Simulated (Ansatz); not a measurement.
## Relative energies of C2H6BF isomers

2 of its isomers, all singlets with charge 0: A = `CBCF`; B = `CB(C)F`.

Shapes, held fixed at every level: PBE0-D4/def2-TZVP. Flexible molecules stand in one conformer, not always the lowest. Programs: Ansatz 0.2.0.

Electronic energies in kJ/mol, without zero-point or thermal terms.

Q: Which isomer should be the most stable, and roughly by how much?

A: B < A in rising energy, over a span of 256 kJ/mol, by CCSD(T)/CBS estimate. All levels agree on that. The B − A difference spans -264.5 to -246.7 kJ/mol over the levels. The CBS estimate extrapolates MP2 from def2-TZVPP and def2-QZVPP and adds CCSD(T) − MP2 in the triple-zeta set, cores frozen.

| level | kind | B − A |
| --- | --- | --- |
| HF/def2-TZVPP | Hartree–Fock | -250.0 |
| PBE-D4/def2-TZVPP | GGA | -246.7 |
| r2SCAN-D4/def2-TZVPP | meta-GGA | -255.4 |
| B3LYP-D4/def2-TZVPP | global hybrid | -249.3 |
| r2SCAN0-D4/def2-TZVPP | global hybrid | -257.7 |
| MP2/def2-TZVPP | perturbation theory | -264.5 |
| CCSD(T)/def2-TZVPP | coupled cluster or CI | -256.8 |
| CCSD(T)/CBS estimate | coupled cluster or CI | -256.0 |
